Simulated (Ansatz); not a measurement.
(Li2S)n off (charge +1): gap (eV) at several levels, gas phase, relaxed structures; Ansatz. Clusters are the lowest isomers that short searches found in that spin, judged at the geometry's level. HOMO and LUMO are taken over both spins. Singlets are spin-restricted. The structures are stationary points that may keep the symmetry of their start.

```csv
species,state,geometry,PBE-D4/def2-SVP,PBE-D4/def2-TZVP,r2SCAN-D4/def2-TZVP,PBE0-D4/def2-SVP,PBE0-D4/def2-TZVP,HSE06-D4/def2-TZVP
Li2S⁺,doublet,r2SCAN-D4/def2-TZVP,0.27,0.38,1.09,2.71,2.80,2.00
Li3S⁺,singlet,B3LYP-D4/def2-TZVP,3.39,3.48,4.42,5.00,5.09,4.39
Li4S2⁺,doublet,PBE-D4/def2-TZVP,0.44,0.41,0.44,1.46,1.42,0.73
```

Over the 3 species that have every level, the mean is 1.37 at PBE-D4/def2-SVP, 1.42 at PBE-D4/def2-TZVP, 1.98 at r2SCAN-D4/def2-TZVP, 3.06 at PBE0-D4/def2-SVP, 3.10 at PBE0-D4/def2-TZVP, 2.37 at HSE06-D4/def2-TZVP. Orbital gaps grow with the share of exact exchange and aren't one observable across functionals.
